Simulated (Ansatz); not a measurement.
One change: `[CH3][AlH][S][GeH3]` becomes `[CH3][AlH][SH]`.

Ansatz, PBE0-D4/def2-TZVP geometries, multiplicity 1. Each molecule was computed in one conformer, which needn't be the lowest.

Scalar relativity is left out up to krypton.

| property | `[CH3][AlH][S][GeH3]` |
| --- | --- |
| zero-point energy (PBE0-D4/def2-TZVP) / kJ/mol | 179.2 |
| HOMO energy (PBE/def2-TZVPP) / eV | -6.34 |
| HOMO–LUMO gap (PBE0/def2-TZVPP) / eV | 6.46 |
| LUMO energy (ωB97M-V/def2-TZVPP) / eV | 0.57 |
| HOMO energy (ωB97M-V/def2-TZVPP) / eV | -9.63 |
| HOMO–LUMO gap (ωB97M-V/def2-TZVPP) / eV | 10.21 |

Task: What does the change do to each property? (An estimate is asked.)

Result: Ansatz gave: 
| property | `[CH3][AlH][SH]` | shift |
| --- | --- | --- |
| zero-point energy (PBE0-D4/def2-TZVP) / kJ/mol | 135.8 | -43.4 |
| HOMO energy (PBE/def2-TZVPP) / eV | -6.47 | -0.13 |
| HOMO–LUMO gap (PBE0/def2-TZVPP) / eV | 6.72 | 0.26 |
| LUMO energy (ωB97M-V/def2-TZVPP) / eV | 0.68 | 0.11 |
| HOMO energy (ωB97M-V/def2-TZVPP) / eV | -9.84 | -0.21 |
| HOMO–LUMO gap (ωB97M-V/def2-TZVPP) / eV | 10.52 | 0.31 |

With PBE0 the HOMO falls by 0.16 eV and the LUMO rises by 0.10 eV, so the gap widens by about 0.26 eV. PBE moves the HOMO by -0.13 eV and ωB97M-V by -0.21 eV. The zero-point energy changes by -43.4 kJ/mol with -9 modes.
